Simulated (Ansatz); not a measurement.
Ansatz (a first-principles code) input (PBE/6-31G*):

Ansatz 0.2 input:
```yaml
crystal:
  periodic: [false, false, false]
  atoms:
    - {symbol: S, position_ang: [-0.00000000, -0.00000000, -0.57933392]}
    - {symbol: F, position_ang: [0.00000000, 0.00000000, 1.02992697]}
basis:
  gaussian:
    orbitals: 6-31G*
hamiltonian:
  xc: {name: PBE}
magnetization: {spin_polarized: true, initial_magnetization: 1}
relax: {f_tol: 0.003, max_steps: 120}
```

Output:

```
WARN ansatz: RAYON_NUM_THREADS=1 ignored (pool sized by the plan → 1); use --threads N
Functional definition: PBE
integrals: 0.00 GiB planned
338 factors; their error is unknown
mean field: 0.08 GiB planned
mean field evaluation 1: about -13541.7414 eV, gradient 1.3e1 eV
mean field evaluation 2: about -13538.6364 eV, gradient 3.3e1 eV
mean field evaluation 4: about -13542.2761 eV, gradient 4.8e-1 eV
mean field evaluation 8: about -13542.2570 eV, gradient 1.2e-2 eV
mean field evaluation 16: about -13542.2617 eV, gradient 6.9e-2 eV
mean field -13542.25703845 eV, -497.6687668915 hartree, gradient 1.8e-5 eV, S^2 0.751664; 3 other end points of the search recorded, 0 dependent functions left out
the calculation of the forces begins
reference -13542.25705748 eV, -497.6687675907 hartree; 13, 12 occupied and 21, 22 virtual orbitals, 338 factors
relax step   1: F+E_penalty+E_count = -13542.25703845 eV  Δ(F+E_penalty+E_count) = +0.000e0 eV  max|allowed force component| = 9.967e-1 eV/Å  Δτ_max = 0.0000 Å  (41 SCF iters, accepted)
these checks for a lower state are left out or cut short: starts, cluster_reference, orbital_swaps, neighbouring_geometries, increment
integrals: 0.00 GiB planned
338 factors; their error is unknown
mean field: 0.08 GiB planned
mean field -13542.26652640 eV, -497.6691155671 hartree, gradient 9.2e-6 eV, S^2 0.751665; 0 other end points of the search recorded, 0 dependent functions left out
the calculation of the forces begins
reference -13542.26654543 eV, -497.6691162665 hartree; 13, 12 occupied and 21, 22 virtual orbitals, 338 factors
relax step   2: F+E_penalty+E_count = -13542.26652640 eV  Δ(F+E_penalty+E_count) = -9.488e-3 eV  max|allowed force component| = 5.991e-1 eV/Å  Δτ_max = 0.0060 Å  (28 SCF iters, accepted)
these checks for a lower state are left out or cut short: starts, cluster_reference, orbital_swaps, neighbouring_geometries, increment
integrals: 0.00 GiB planned
338 factors; their error is unknown
mean field: 0.08 GiB planned
mean field evaluation 32: about -13542.2907 eV, gradient 6.7e-1 eV
mean field -13542.27226561 eV, -497.6693264795 hartree, gradient 9.1e-6 eV, S^2 0.751669; 0 other end points of the search recorded, 0 dependent functions left out
the calculation of the forces begins
reference -13542.27228467 eV, -497.6693271799 hartree; 13, 12 occupied and 21, 22 virtual orbitals, 338 factors
relax step   3: F+E_penalty+E_count = -13542.27226561 eV  Δ(F+E_penalty+E_count) = -5.739e-3 eV  max|allowed force component| = 3.614e-2 eV/Å  Δτ_max = 0.0092 Å  (27 SCF iters, accepted)
these checks for a lower state are left out or cut short: starts, cluster_reference, orbital_swaps, neighbouring_geometries, increment
integrals: 0.00 GiB planned
338 factors; their error is unknown
mean field: 0.08 GiB planned
mean field -13542.27227880 eV, -497.6693269641 hartree, gradient 8.2e-5 eV, S^2 0.751669; 0 other end points of the search recorded, 0 dependent functions left out
the calculation of the forces begins
reference -13542.27229786 eV, -497.6693276646 hartree; 13, 12 occupied and 21, 22 virtual orbitals, 338 factors
relax step   4: F+E_penalty+E_count = -13542.27227880 eV  Δ(F+E_penalty+E_count) = -1.319e-5 eV  max|allowed force component| = 2.314e-2 eV/Å  Δτ_max = 0.0010 Å  (21 SCF iters, accepted)
these checks for a lower state are left out or cut short: starts, cluster_reference, orbital_swaps, neighbouring_geometries, increment
integrals: 0.00 GiB planned
338 factors; their error is unknown
mean field: 0.08 GiB planned
mean field -13542.27228807 eV, -497.6693273046 hartree, gradient 3.3e-5 eV, S^2 0.751669; 0 other end points of the search recorded, 0 dependent functions left out
the calculation of the forces begins
reference -13542.27230713 eV, -497.6693280051 hartree; 13, 12 occupied and 21, 22 virtual orbitals, 338 factors
relax step   5: F+E_penalty+E_count = -13542.27228807 eV  Δ(F+E_penalty+E_count) = -9.268e-6 eV  max|allowed force component| = 3.775e-6 eV/Å  Δτ_max = 0.0004 Å  (19 SCF iters, accepted)
integrals: 0.00 GiB planned
338 factors; their error is unknown
mean field: 0.08 GiB planned
mean field evaluation 64: about -13542.1652 eV, gradient 3.9e0 eV
mean field -13542.27228807 eV, -497.6693273046 hartree, gradient 3.3e-5 eV, S^2 0.751669; 3 other end points of the search recorded, 0 dependent functions left out
the calculation of the forces begins
reference -13542.27230713 eV, -497.6693280051 hartree; 13, 12 occupied and 21, 22 virtual orbitals, 338 factors
Total energy: -13542.27230713 eV, -497.6693280051 hartree
Atom 0 at    -0.000000    -0.000000    -0.595090 Å, force    -0.000000    -0.000000    -0.000004 eV/Å
Atom 1 at     0.000000     0.000000     1.045683 Å, force     0.000000     0.000000     0.000004 eV/Å
Dipole moment:     0.000000     0.000000    -0.147602 e Å
```
